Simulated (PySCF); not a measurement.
A run for PySCF: R-HF/STO-3G on H2 (SMILES [H][H]).

```python
from pyscf import gto, scf, dft, mp
from pyscf.data.elements import chemcore

mol = gto.M(
    atom='''
    H     0.47026707    0.19333344    3.02195296
    H    -0.21461953   -0.09247748    2.96600832
    ''',
    basis='sto-3g',
    charge=0, spin=0, verbose=3, max_memory=1800)
mf = scf.RHF(mol)
mf.conv_tol = 1e-8
mf.max_cycle = 100
mf.kernel()
if not mf.converged:
    mf = mf.newton().run(mf.mo_coeff, mf.mo_occ)
```

Program output:

```
converged SCF energy = -1.1165223403817
```

Self-consistency was reached.

Cost: very roughly 0.07 core-seconds.
